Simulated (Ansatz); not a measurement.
`[SiH3][SiH]1C=N1` + H₂O → `O[SiH]1C=N1` + SiH₄  (formal hydrolysis of the Si–Si bond)

Gas-phase electronic energies from Ansatz, PBE0-D4/def2-TZVP geometries. CCSD(T)/CBS adds triple-zeta CCSD(T) − MP2 to the extrapolated MP2 energy (def2 sets, frozen cores). This one scheme is used for every species. Functionals use def2-TZVPP. B3LYP here is the variant with VWN-RPA as its local correlation; programs differ in this. HSE06 is defined as in plane-wave codes. One conformer a species, not always the lowest.

`[SiH3][SiH]1C=N1`:

Cartesian coordinates in Å:
```
Si 0.345 0.825 -1.347
Si 0.373 -0.101 0.782
C -1.015 -1.045 1.414
N -0.140 -1.836 0.952
H 0.171 2.299 -1.258
H 1.616 0.543 -2.066
H -0.794 0.233 -2.094
H 1.420 0.343 1.733
H -1.976 -1.261 1.882
```

H₂O:

Z-matrix (Å, degrees):
```
O
H 1 0.960
H 1 0.960 2 105.1
```

`O[SiH]1C=N1`:

Cartesian coordinates in Å:
```
O 0.716 -0.165 1.612
Si -0.114 -0.532 0.258
C -0.116 0.400 -1.238
N -1.169 0.642 -0.530
H 1.041 0.731 1.716
H -0.513 -1.938 0.375
H 0.155 0.861 -2.192
```

SiH₄:

Cartesian coordinates in Å:
```
Si 0.000 0.000 0.000
H -0.061 -0.236 -1.464
H 1.171 0.856 0.315
H 0.133 -1.300 0.705
H -1.243 0.679 0.444
```

```tsv
level	ΔE (kJ/mol)	difference from CCSD(T)/CBS
LDA (SPW92)	-78.0	12.7
PBE-D4	-69.6	21.1
BLYP-D4	-86.5	4.2
PBE0-D4	-78.8	11.9
B3LYP-D4	-93.4	-2.7
r2SCANh-D4	-90.8	-0.1
HSE06-D4	-78.5	12.2
ωB97M-V	-101.8	-11.1
PBE-QIDH	-92.5	-1.8
B3LYP	-98.0	-7.3
HSE06	-81.2	9.5
MP2/def2-TZVPP	-98.7	-8.0
SCS-MP2/def2-TZVPP	-104.2	-13.5
CCSD/def2-TZVPP	-99.2	-8.5
CCSD(T)/def2-TZVPP	-93.4	-2.7
CCSD/CBS(def2)	-96.5	-5.8
CCSD(T)/CBS	-90.7	0
```

Largest T1 diagnostic among the species: 0.017.

From PBE to PBE0 (25 % exact exchange), in def2-TZVPP and without D4, ΔE moves by −9.2 kJ/mol. The D4 term adds +4.7 kJ/mol with B3LYP and +2.8 kJ/mol with PBE0; it sums over pairs of atoms, weighted by their polarisabilities, and B3LYP, whose exchange is more repulsive, gets the larger term. In def2-TZVPP, CCSD(T) changes the Hartree–Fock value by +35.1 kJ/mol (the triples alone add +5.8 kJ/mol) and MP2 by +29.8 kJ/mol.
